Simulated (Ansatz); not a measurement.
Coupled-cluster run, H$_{9}$NSi$_{2}$Sn, SMILES `N[SiH]([SiH3])[SnH3]`.

```yaml
crystal:
  periodic: [false, false, false]
  atoms:
    - {symbol: N, position_ang: [-0.724707, 1.427978, 1.302254]}
    - {symbol: Si, position_ang: [0.382113, 0.571828, 0.282090]}
    - {symbol: Si, position_ang: [-0.089990, 0.626743, -2.018867]}
    - {symbol: Sn, position_ang: [0.439179, -1.868251, 1.079580]}
    - {symbol: H, position_ang: [-1.653096, 1.058781, 1.434977]}
    - {symbol: H, position_ang: [-0.749606, 2.435359, 1.258904]}
    - {symbol: H, position_ang: [1.728160, 1.180745, 0.481433]}
    - {symbol: H, position_ang: [-1.394487, -0.041656, -2.287746]}
    - {symbol: H, position_ang: [-0.180752, 2.025958, -2.525562]}
    - {symbol: H, position_ang: [0.965983, -0.086920, -2.790208]}
    - {symbol: H, position_ang: [1.196290, -2.882889, -0.068427]}
    - {symbol: H, position_ang: [-1.159004, -2.441622, 1.299033]}
    - {symbol: H, position_ang: [1.260119, -2.040854, 2.567440]}
basis:
  gaussian: {orbitals: def2-TZVPP}
correlation: {method: ccsd_t}
output: {orbitals: {seedname: orbitals}}
```

```sh
$ ansatz run in.yaml --threads 4 --pin off --events-out ev --progress --plain
```

Log, shortened:

```
Functional definition: HF
1818 factors; integrals over basis functions are off by at most 1.5e-3 eV
mean field evaluation 1: about -23151.9010 eV, gradient 3.6e1 eV
mean field evaluation 2: about -23152.1244 eV, gradient 3.6e1 eV
mean field evaluation 4: about -23155.6102 eV, gradient 3.8e0 eV
mean field evaluation 8: about -23155.6842 eV, gradient 1.9e-1 eV
mean field evaluation 16: about -23155.6843 eV, gradient 1.6e-6 eV
mean field -23155.68432066 eV, -850.9557032978 hartree, gradient 1.6e-6 eV, S^2 0.000000; 0 other end points of the search recorded, 0 dependent functions left out
15 core orbitals not correlated: weight in the atoms' cores, before any rotation towards them, 1.000 or more for the frozen orbitals, at most 0.000 for the correlated occupied ones
reference -23155.68432066 eV, -850.9557032978 hartree; 18, 18 occupied and 258, 258 virtual orbitals, 1818 factors
second order -22.00731165 eV of doubles, -0.00000000 eV of singles
cycle   1  -22.76415803 eV  change   -7.6e-1 eV  update   1.1e-1
cycle   2  -23.44983500 eV  change   -6.9e-1 eV  update   3.4e-2
cycle   3  -23.53640140 eV  change   -8.7e-2 eV  update   1.5e-2
cycle   4  -23.52495513 eV  change    1.1e-2 eV  update   4.2e-3
cycle   5  -23.52312997 eV  change    1.8e-3 eV  update   1.8e-3
cycle   6  -23.52309662 eV  change    3.3e-5 eV  update   4.8e-4
cycle   7  -23.52285568 eV  change    2.4e-4 eV  update   1.7e-4
cycle   8  -23.52285607 eV  change   -3.9e-7 eV  update   7.0e-5
cycle   9  -23.52289169 eV  change   -3.6e-5 eV  update   3.1e-5
perturbative correction -0.78123622 eV, -0.0287099015 hartree
Total energy: -23179.98844857 eV, -851.8488635245 hartree
```

Hardware: 4 threads of a server CPU on a shared host. Wall time 2.7 min, peak host memory 4.1 GiB.

Correlation energy per correlated electron: -0.675 eV. T1 diagnostic: 0.0131.
